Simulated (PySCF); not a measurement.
**Functional benchmark on one molecule**

Molecule: SMILES CCC1CCCC1, C$_{7}$H$_{14}$.

Molfile (atoms numbered from 1):
```
C7H14
     RDKit          3D

 21 21  0  0  0  0  0  0  0  0999 V2000
    2.7215   -0.4998    0.2066 C   0  0  0  0  0  0  0  0  0  0  0  0
    1.6305    0.5189   -0.0846 C   0  0  0  0  0  0  0  0  0  0  0  0
    0.2648    0.1413    0.4760 C   0  0  0  0  0  0  0  0  0  0  0  0
   -0.7983    1.2363    0.3180 C   0  0  0  0  0  0  0  0  0  0  0  0
   -2.1191    0.4806    0.3932 C   0  0  0  0  0  0  0  0  0  0  0  0
   -1.8438   -0.7625   -0.4530 C   0  0  0  0  0  0  0  0  0  0  0  0
   -0.3718   -1.1186   -0.1672 C   0  0  0  0  0  0  0  0  0  0  0  0
    2.4711   -1.4898   -0.2061 H   0  0  0  0  0  0  0  0  0  0  0  0
    2.8694   -0.6250    1.2914 H   0  0  0  0  0  0  0  0  0  0  0  0
    3.6863   -0.1960   -0.2274 H   0  0  0  0  0  0  0  0  0  0  0  0
    1.9261    1.5008    0.3244 H   0  0  0  0  0  0  0  0  0  0  0  0
    1.5355    0.6642   -1.1762 H   0  0  0  0  0  0  0  0  0  0  0  0
    0.3867   -0.0497    1.5579 H   0  0  0  0  0  0  0  0  0  0  0  0
   -0.6972    1.7108   -0.6749 H   0  0  0  0  0  0  0  0  0  0  0  0
   -0.6992    2.0352    1.0692 H   0  0  0  0  0  0  0  0  0  0  0  0
   -2.9842    1.0639    0.0423 H   0  0  0  0  0  0  0  0  0  0  0  0
   -2.3233    0.1929    1.4392 H   0  0  0  0  0  0  0  0  0  0  0  0
   -1.9687   -0.5077   -1.5182 H   0  0  0  0  0  0  0  0  0  0  0  0
   -2.5362   -1.5919   -0.2445 H   0  0  0  0  0  0  0  0  0  0  0  0
    0.1557   -1.4018   -1.0925 H   0  0  0  0  0  0  0  0  0  0  0  0
   -0.2932   -1.9849    0.5070 H   0  0  0  0  0  0  0  0  0  0  0  0
  1  2  1  0
  2  3  1  0
  3  4  1  0
  4  5  1  0
  5  6  1  0
  6  7  1  0
  7  3  1  0
  1  8  1  0
  1  9  1  0
  1 10  1  0
  2 11  1  0
  2 12  1  0
  3 13  1  0
  4 14  1  0
  4 15  1  0
  5 16  1  0
  5 17  1  0
  6 18  1  0
  6 19  1  0
  7 20  1  0
  7 21  1  0
M  END
```

Geometry PBE0-D3(BJ)/def2-SVP throughout; GIAO in PySCF 2.14.0 with density-fitted response routines, gas phase, one conformer, non-relativistic; equivalent atoms averaged; basis pcSseg-1.

Reference values (measured; solution, not stated per compound (mostly CDCl3 or CCl4); Pretsch, Buehlmann, Badertscher, Structure Determination of Organic Compounds, 4th ed. (2009)): δ(C3) = 42.3 ppm, δ(C4/C7) = 32.6 ppm, δ(C5/C6) = 25.4 ppm. Computed shifts are taken against TMS, calculated as an isolated molecule at each level.

How do the functionals HF, PBE, BLYP, KT2, KT3, B97-D, B3LYP, PBE0, CAM-B3LYP perform against the reference? Times are CPU seconds on shared hosts with different chips, so compare them loosely.

Results:


```
functional                    kind    C3  C4/C7  C5/C6  mean abs. error C  core-s
        HF            Hartree–Fock  36.2   30.4   25.7                2.9     9.6
       PBE                     GGA  46.1   36.3   30.8                4.3      31
      BLYP                     GGA  47.8   37.5   31.8                5.6      31
       KT2                     GGA  45.3   35.3   30.2                3.5      41
       KT3                     GGA  44.3   35.2   30.5                3.2      33
     B97-D                     GGA  45.3   36.1   30.9                4.0      41
     B3LYP           global hybrid  45.2   35.9   30.3                3.7      56
      PBE0           global hybrid  43.1   34.6   29.2                2.2      55
 CAM-B3LYP  range-separated hybrid  43.5   34.8   29.1                2.4      28
```

For 13C the closest is PBE0 (2.2 ppm, with CAM-B3LYP practically level) and the furthest BLYP (5.6 ppm). One molecule is a small sample, and vibrational and solvent effects are absent from the calculation.
